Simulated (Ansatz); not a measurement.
H2FNSi, SMILES `N[Si]F` (lower singlet) (charge 0, multiplicity 1). This singlet lies 2.76 eV below the relaxed triplet at the level frozen-core CCSD(T)/cc-pVTZ // PBE0-D3(BJ)/def2-TZVP (Ansatz, a first-principles code).

Cartesian coordinates (Å):
SMILES: N[Si]F
```xyz
5

N     -0.5914    -0.0744     0.0040
Si     0.9457    -0.7041     0.3762
F      1.8473     0.5360    -0.1534
H     -0.7614     0.8256    -0.4226
H     -1.4403    -0.5831     0.1959
```
Charge 0, spin multiplicity 1.

**Question.** Give the natural occupations of the active orbitals, the CASSCF energy and the corrected energy for frozen-core fic-MRCISD+Q@CASSCF(2e,2o)/cc-pVTZ // PBE0-D3(BJ)/def2-TZVP (Ansatz).

**Answer.** 
natural occupations: 1.93, 0.07
CASSCF energy: -444.1492 Ha
corrected energy: -444.7144 Ha
weight of the reference: 0.897
